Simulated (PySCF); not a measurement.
# Peak assignment

Atom-mapped SMILES (the numbers label the heavy atoms): `[CH3:1][c:2]1[cH:3][cH:4][c:5]([B:6]([OH:7])[OH:8])[cH:9][cH:10]1`. Hydrogens are named by the atom that carries them.

Gas phase, fast rotation and ring inversion assumed for equivalent nuclei, one conformer, relativity neglected. PBE0-D3(BJ)/def2-SVP geometry; NMR shieldings at B97-2/pcSseg-1/GIAO; PySCF 2.14.

Referencing at the same level of theory: ¹³C, ¹H vs TMS.

Problem. Assign these signals to the numbered atoms. ¹³C{¹H} NMR (computed): δ 143.5 (C), 136.0 (CH), 130.8 (CH), 127.9 (C), 23.6 (CH3).

Solution. 
```tsv
δ (ppm)	atoms	environment	reason
143.5	C2	substituted aromatic carbon	–
136.0	C4/C9	aromatic CH	the aromatic region
130.8	C3/C10	aromatic CH	–
127.9	C5	substituted aromatic carbon	–
23.6	C1	methyl carbon on an aromatic ring	aliphatic region, no heteroatom directly attached
```

Problem. Assign these signals to the numbered atoms. ¹H NMR (600 MHz, computed): δ 7.66 (d, 2H), 7.25 (d, 2H), 4.12 (br s, 2H), 2.40 (s, 3H).

Solution. 
7.66 → H(C4)/H(C9), hydrogen on an aromatic CH: aromatic region
7.25 → H(C3)/H(C10), hydrogen on an aromatic CH
4.12 → H(O7)/H(O8), hydrogen on an oxygen bonded to B: exchangeable; this is the value without hydrogen bonding to other molecules
2.40 → H(C1), hydrogen on a methyl carbon on an aromatic ring: benzylic-type position, deshielded by the ring

Exchangeable OH/NH protons stand at their gas-phase positions; hydrogen bonding in a real sample shifts them, mostly to higher δ. A carbon bonded to boron is broadened by the quadrupolar boron nucleus and is often missing from a measured spectrum. Shifts are as computed. Against solution values, carbons near 30 ppm lie about +1 ppm off and those near 130 ppm about +2 ppm. Of 1211 compounds with measured shifts, 218 miss one by over three times the rms of a fit or turn the order of signals round; such compounds aren't used in these exercises. No couplings were computed; multiplicities are counted from neighbouring protons, with m where these are inequivalent, close in shift, in a saturated or five-membered ring or joined by F or P, and br s for small geminal =CH2 splittings.
